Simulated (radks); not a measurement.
Re, configuration [Xe] 4f14 5d5 6s2 (the NIST ground configuration).

Method: scalar-relativistic Kohn-Sham, PBE, spin-polarised, spherical densities, finite nucleus; open shells are filled with parallel spins first (spin-orbit coupling, left out, can overturn this in heavy ions); Fermi nuclear charge, rms radius 5.3698 fm; computed with a radial shooting solver on a logarithmic mesh with Libxc functionals.

Energy parts (eV):
part                       energy
total                  -454146.33
kinetic                 501670.04
electron-nucleus      -1124058.73
Hartree                 177235.83
exchange-correlation     -8993.47

Orbitals (lengths in bohr, moments of r in powers of bohr):
orbital  occ.  eigenvalue (eV)      <r^2>   <1/r>
1s up       1        -71635.94  0.0004480   88.72
1s down     1        -71635.95  0.0004480   88.72
2s up       1        -12420.77   0.006877   20.76
2s down     1        -12420.54   0.006877   20.76
2p up       3        -10842.08   0.005708   18.75
2p down     3        -10841.89   0.005708   18.75
3s up       1        -2875.278    0.04457   7.691
3s down     1        -2875.210    0.04457   7.691
3p up       3        -2409.548    0.04540   7.086
3p down     3        -2409.470    0.04539   7.086
3d up       5        -1880.859    0.03764   6.690
3d down     5        -1880.704    0.03764   6.690
4s up       1        -599.6913     0.2191   3.274
4s down     1        -599.4823     0.2191   3.273
4p up       3        -446.8705     0.2497   2.971
4p down     3        -446.6776     0.2497   2.971
4d up       5        -254.9383     0.2897   2.647
4d down     5        -254.7101     0.2893   2.648
4f up       7         -42.0226     0.4234   2.159
4f down     7         -41.5688     0.4152   2.168
5s up       1         -85.6856      1.214   1.288
5s down     1         -83.6517      1.196   1.300
5p up       3         -47.7998      1.669   1.083
5p down     3         -45.1324      1.642   1.096
5d up       5          -6.4031      4.335  0.6948
5d down     0          -3.4221      5.247  0.6657
6s up       1          -6.5585      10.22  0.4248
6s down     1          -4.8061      12.25  0.3886
6p up       0          -1.5732      23.93  0.2814
6p down     0          -0.9022      35.16  0.2344

The highest occupied level is 6s down at -4.806 eV. Summed over all electrons, <r^2> = 67.98 bohr^2, which gives a Langevin (diamagnetic) susceptibility term of -53.8 x 10^-6 cm^3/mol. The density falls to 0.001 e/bohr^3 at r = 4.69 bohr.
